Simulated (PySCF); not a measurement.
SMILES O=Cc1sc(cc1)B, GFN2-xTB optimised geometry.

```
13

B      0.75     2.60     0.00
C      0.52     1.09     0.00
C      1.47     0.07     0.00
C      0.94    -1.21     0.00
C     -0.45    -1.21     0.00
C     -1.32    -2.36     0.00
O     -2.53    -2.33     0.00
S     -1.07     0.40     0.00
H     -0.16     3.32     0.00
H      1.85     3.00     0.00
H      2.53     0.28     0.00
H      1.52    -2.11     0.00
H     -0.77    -3.32     0.00
```

Density from B3LYP/def2-TZVP (PySCF) at that geometry.

Minimum of the electron density along straight lines between bonded atoms, close to the bond critical point (lines longer than 1.1 times the sum of covalent radii, or with two minima, are not listed):

```
bond    length / Å  ρ at the minimum / e bohr⁻³  ∇²ρ there / e bohr⁻⁵  position (fraction from the first atom)
------  ----------  ---------------------------  --------------------  ---------------------------------------
B1–C2        1.527                        0.193                 -0.11                                     0.33
C2–C3        1.387                        0.322                 -0.95                                     0.50
C3–C4        1.391                        0.321                 -0.96                                     0.50
C4–C5        1.383                        0.323                 -0.95                                     0.49
C5–C6        1.446                        0.295                 -0.87                                     0.51
C6–O7        1.206                        0.427                 -0.13                                     0.34
C2–S8        1.737                        0.212                 -0.42                                     0.47
C5–S8        1.726                        0.216                 -0.45                                     0.49
B1–H9        1.167                        0.195                 -0.38                                     0.44
B1–H10       1.168                        0.194                 -0.37                                     0.44
C3–H11       1.076                        0.292                 -1.07                                     0.65
C4–H12       1.076                        0.291                 -1.06                                     0.65
C6–H13       1.109                        0.279                 -0.98                                     0.65
```
